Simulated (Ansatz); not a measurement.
Born–Oppenheimer molecular dynamics of a periodic cell of 17 atoms, H10CO6 (packed as 4 H2O + 1 HCOOH, density as packed 1.19 g/cm³ with natural masses). It starts from a partly relaxed structure (largest force component 0.20 eV/Å).

The calculation used DFT r2SCAN-D3(BJ), scalar-relativistic, plane waves, PAW in Ansatz 0.2.0. Settings: accuracy low, cutoff 500 eV, k mesh 1x1x1, fermi-dirac smearing 0.02 eV, no spin polarisation.

```json
{
 "ensemble": "NVT, Langevin thermostat",
 "time step": "0.75 fs",
 "steps asked": "120",
 "set temperature": "700 K",
 "friction": "0.02 /fs",
 "seed": "311329"
}
```

Frames 0.75 fs apart, positions in Å.

Velocities at 22.5 fs (Å/ps):

```
O -4.55 -8.58 1.15
H -5.64 -17.44 -14.83
H 11.76 -15.41 1.97
O 2.14 -2.34 4.55
H -0.17 -4.77 18.83
H -14.26 19.06 24.77
O 3.37 3.18 -1.96
H 46.98 12.31 0.88
H -4.08 51.85 -15.62
O -0.33 -0.32 3.27
H -22.02 5.57 -15.40
H 4.48 -10.15 6.28
O 6.50 3.07 5.79
C 7.53 3.38 -10.08
O -4.60 7.29 -1.01
H 12.85 24.20 18.08
H 17.51 -3.06 -10.07
```

```xyz
17
Lattice="5.4815 0.0000 0.0000 0.0000 5.4815 0.0000 0.0000 0.0000 5.4815" Properties=species:S:1:pos:R:3 time_fs=22.5 energy_less_start_eV=0.777 T=413
O 4.403 1.721 3.105
H 3.535 1.904 2.797
H 4.562 0.819 2.830
O 5.508 2.457 5.664
H 5.593 1.711 6.209
H 4.809 2.213 4.966
O 4.921 4.927 1.493
H 4.482 4.409 0.836
H 5.714 4.443 1.704
O 1.741 3.900 2.907
H 2.240 3.803 3.758
H 0.930 3.348 3.057
O 2.101 0.799 1.871
C 2.417 0.781 0.619
O 2.496 -0.134 -0.126
H 1.958 -0.148 2.243
H 2.638 1.921 0.367
17
Lattice="5.4815 0.0000 0.0000 0.0000 5.4815 0.0000 0.0000 0.0000 5.4815" Properties=species:S:1:pos:R:3 time_fs=23.2 energy_less_start_eV=0.756 T=441
O 4.399 1.715 3.106
H 3.526 1.893 2.787
H 4.570 0.806 2.831
O 5.510 2.455 5.667
H 5.593 1.704 6.229
H 4.803 2.228 4.989
O 4.924 4.930 1.493
H 4.517 4.417 0.836
H 5.711 4.482 1.692
O 1.740 3.900 2.910
H 2.221 3.807 3.744
H 0.935 3.339 3.061
O 2.106 0.800 1.876
C 2.422 0.785 0.612
O 2.494 -0.129 -0.127
H 1.968 -0.129 2.256
H 2.651 1.916 0.360
17
Lattice="5.4815 0.0000 0.0000 0.0000 5.4815 0.0000 0.0000 0.0000 5.4815" Properties=species:S:1:pos:R:3 time_fs=24.0 energy_less_start_eV=0.771 T=435
O 4.397 1.710 3.106
H 3.513 1.882 2.779
H 4.575 0.791 2.832
O 5.512 2.453 5.670
H 5.593 1.695 6.255
H 4.801 2.244 5.018
O 4.927 4.933 1.494
H 4.546 4.418 0.829
H 5.715 4.520 1.685
O 1.740 3.900 2.913
H 2.202 3.811 3.729
H 0.946 3.332 3.065
O 2.111 0.801 1.881
C 2.428 0.791 0.604
O 2.492 -0.125 -0.129
H 1.976 -0.111 2.270
H 2.665 1.904 0.351
17
Lattice="5.4815 0.0000 0.0000 0.0000 5.4815 0.0000 0.0000 0.0000 5.4815" Properties=species:S:1:pos:R:3 time_fs=24.8 energy_less_start_eV=0.775 T=440
O 4.396 1.705 3.105
H 3.500 1.870 2.771
H 4.577 0.777 2.829
O 5.514 2.452 5.673
H 5.593 1.685 6.279
H 4.802 2.263 5.048
O 4.929 4.936 1.496
H 4.571 4.410 0.812
H 5.735 4.551 1.680
O 1.739 3.900 2.917
H 2.191 3.815 3.721
H 0.961 3.328 3.067
O 2.117 0.801 1.886
C 2.432 0.798 0.597
O 2.490 -0.121 -0.130
H 1.982 -0.096 2.283
H 2.676 1.885 0.339
17
Lattice="5.4815 0.0000 0.0000 0.0000 5.4815 0.0000 0.0000 0.0000 5.4815" Properties=species:S:1:pos:R:3 time_fs=25.5 energy_less_start_eV=0.752 T=457
O 4.393 1.700 3.105
H 3.492 1.860 2.763
H 4.576 0.766 2.827
O 5.517 2.450 5.674
H 5.588 1.676 6.300
H 4.800 2.277 5.073
O 4.929 4.940 1.497
H 4.596 4.397 0.788
H 5.771 4.573 1.674
O 1.738 3.900 2.920
H 2.191 3.821 3.725
H 0.974 3.326 3.065
O 2.122 0.801 1.892
C 2.436 0.809 0.592
O 2.488 -0.118 -0.131
H 1.981 -0.082 2.294
H 2.684 1.861 0.325
17
Lattice="5.4815 0.0000 0.0000 0.0000 5.4815 0.0000 0.0000 0.0000 5.4815" Properties=species:S:1:pos:R:3 time_fs=26.2 energy_less_start_eV=0.766 T=444
O 4.390 1.694 3.104
H 3.494 1.852 2.760
H 4.573 0.764 2.828
O 5.520 2.449 5.677
H 5.578 1.671 6.318
H 4.797 2.286 5.095
O 4.929 4.943 1.498
H 4.620 4.384 0.765
H 5.813 4.593 1.670
O 1.737 3.900 2.923
H 2.200 3.828 3.742
H 0.984 3.322 3.059
O 2.127 0.802 1.898
C 2.440 0.822 0.588
O 2.487 -0.114 -0.132
H 1.981 -0.072 2.301
H 2.689 1.836 0.311
17
Lattice="5.4815 0.0000 0.0000 0.0000 5.4815 0.0000 0.0000 0.0000 5.4815" Properties=species:S:1:pos:R:3 time_fs=27.0 energy_less_start_eV=0.831 T=374
O 4.387 1.689 3.103
H 3.500 1.842 2.764
H 4.567 0.769 2.830
O 5.524 2.448 5.681
H 5.566 1.674 6.329
H 4.793 2.290 5.111
O 4.929 4.945 1.498
H 4.646 4.372 0.747
H 5.850 4.610 1.663
O 1.735 3.901 2.926
H 2.214 3.841 3.762
H 0.988 3.317 3.052
O 2.131 0.802 1.903
C 2.445 0.834 0.586
O 2.486 -0.111 -0.134
H 1.982 -0.068 2.308
H 2.698 1.820 0.301
17
Lattice="5.4815 0.0000 0.0000 0.0000 5.4815 0.0000 0.0000 0.0000 5.4815" Properties=species:S:1:pos:R:3 time_fs=27.8 energy_less_start_eV=0.889 T=372
O 4.385 1.684 3.102
H 3.505 1.829 2.769
H 4.565 0.776 2.833
O 5.529 2.446 5.685
H 5.552 1.683 6.333
H 4.785 2.287 5.117
O 4.931 4.949 1.499
H 4.676 4.360 0.735
H 5.877 4.627 1.653
O 1.733 3.902 2.930
H 2.230 3.862 3.781
H 0.992 3.314 3.045
O 2.135 0.803 1.907
C 2.451 0.845 0.584
O 2.485 -0.108 -0.137
H 1.982 -0.070 2.317
H 2.712 1.818 0.292
17
Lattice="5.4815 0.0000 0.0000 0.0000 5.4815 0.0000 0.0000 0.0000 5.4815" Properties=species:S:1:pos:R:3 time_fs=28.5 energy_less_start_eV=0.932 T=341
O 4.383 1.680 3.101
H 3.504 1.822 2.772
H 4.563 0.783 2.835
O 5.535 2.443 5.690
H 5.537 1.698 6.331
H 4.773 2.276 5.117
O 4.932 4.952 1.498
H 4.705 4.351 0.728
H 5.895 4.647 1.646
O 1.732 3.903 2.933
H 2.244 3.885 3.797
H 0.996 3.311 3.036
O 2.140 0.805 1.911
C 2.456 0.854 0.583
O 2.485 -0.105 -0.139
H 1.980 -0.076 2.328
H 2.728 1.827 0.277
17
Lattice="5.4815 0.0000 0.0000 0.0000 5.4815 0.0000 0.0000 0.0000 5.4815" Properties=species:S:1:pos:R:3 time_fs=29.2 energy_less_start_eV=0.953 T=335
O 4.381 1.675 3.101
H 3.498 1.817 2.775
H 4.563 0.789 2.836
O 5.541 2.441 5.695
H 5.523 1.718 6.322
H 4.762 2.261 5.114
O 4.933 4.953 1.497
H 4.734 4.346 0.726
H 5.900 4.667 1.642
O 1.731 3.905 2.937
H 2.253 3.908 3.803
H 0.999 3.308 3.025
O 2.145 0.807 1.913
C 2.460 0.862 0.582
O 2.484 -0.102 -0.140
H 1.977 -0.086 2.342
H 2.744 1.848 0.255
17
Lattice="5.4815 0.0000 0.0000 0.0000 5.4815 0.0000 0.0000 0.0000 5.4815" Properties=species:S:1:pos:R:3 time_fs=30.0 energy_less_start_eV=0.984 T=358
O 4.379 1.670 3.100
H 3.488 1.814 2.776
H 4.569 0.790 2.836
O 5.546 2.439 5.700
H 5.510 1.738 6.310
H 4.756 2.247 5.110
O 4.936 4.954 1.495
H 4.766 4.344 0.728
H 5.894 4.687 1.642
O 1.731 3.906 2.941
H 2.257 3.928 3.798
H 0.999 3.301 3.018
O 2.150 0.810 1.914
C 2.464 0.868 0.582
O 2.484 -0.100 -0.141
H 1.974 -0.098 2.355
H 2.762 1.878 0.233
17
Lattice="5.4815 0.0000 0.0000 0.0000 5.4815 0.0000 0.0000 0.0000 5.4815" Properties=species:S:1:pos:R:3 time_fs=30.8 energy_less_start_eV=1.027 T=373
O 4.376 1.667 3.101
H 3.478 1.811 2.777
H 4.579 0.783 2.831
O 5.551 2.437 5.706
H 5.496 1.751 6.305
H 4.758 2.235 5.109
O 4.939 4.954 1.492
H 4.798 4.344 0.733
H 5.878 4.708 1.644
O 1.732 3.909 2.946
H 2.255 3.949 3.787
H 0.997 3.291 3.016
O 2.155 0.813 1.914
C 2.468 0.873 0.581
O 2.484 -0.098 -0.143
H 1.972 -0.112 2.363
H 2.776 1.913 0.215
```

Of the whole run (90 fs, mean temperature of the second half 634 K): A run of 0.09 ps of so small a system gives no equilibrium averages. Limits of this set-up: coarse k mesh, low accuracy level.

Time of the run: 11 min on 1 thread of AMD EPYC 7R13 Processor (Zen 3), on a shared host, peak memory 0.51 GiB.
